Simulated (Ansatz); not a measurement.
Computed with Ansatz on PBE0-D4/def2-TZVP structures; ΔE is electronic, products minus reactants. CCSD(T)/CBS is the MP2 limit (def2-TZVPP, def2-QZVPP) plus CCSD(T) − MP2 in def2-TZVPP, frozen cores. This one scheme is used for every species, atoms too. Functionals use def2-TZVPP. Open shells (•) are unrestricted, without spin–orbit coupling. Spin–orbit coupling would lower the free atoms: a little for C, F, O, Si. One conformer a species, not always the lowest.

`N[SiH2]C(O)F` → C• + F• + 6 H• + N• + O• + Si•  (atomization)

`N[SiH2]C(O)F`:

Z-matrix (Å, degrees):
```
Si
C 1 1.910
N 1 1.730 2 102.8
H 1 1.485 2 110.5 3 113.9
H 1 1.487 2 110.4 3 -123.4
F 2 1.408 1 106.8 3 79.2
O 2 1.373 1 110.0 3 -40.0
H 2 1.093 1 116.5 3 -162.8
H 3 1.009 1 119.4 2 -81.1
H 3 1.007 1 119.1 2 138.4
H 7 0.970 2 107.3 1 33.5
```

```
             level  ΔE (kJ/mol)
         r2SCAN-D4       3886.9
SCS-MP2/def2-TZVPP       3832.7
     HF/def2-QZVPP       2689.8
SCS-MP2/def2-QZVPP       3914.2
```

(1) What does CCSD(T)/CBS give? (Best estimate.)

Largest T1 diagnostic among the species: 0.012.

Results:

(1) Computed: +3897.8 kJ/mol. The listed levels differ from it by -10.9, -65.1, -1208.0, 16.4 kJ/mol.

The D4 term adds +32.6 kJ/mol with B3LYP and +17.0 kJ/mol with PBE0; it sums over pairs of atoms, weighted by their polarisabilities, and B3LYP, whose exchange is more repulsive, gets the larger term. In def2-TZVPP, CCSD(T) changes the Hartree–Fock value by +1093.0 kJ/mol (the triples alone add +62.4 kJ/mol) and MP2 by +1161.8 kJ/mol; breaking electron pairs costs correlation energy, which Hartree–Fock lacks.

B3LYP here is the variant with VWN-RPA as its local correlation; programs differ in this.

For atomizations the MP2-based limit and the directly extrapolated one differ by several kJ/mol either way, and by 10 to 25 for some Ge, Se and Sn compounds, so smaller differences from it don't rank the levels.
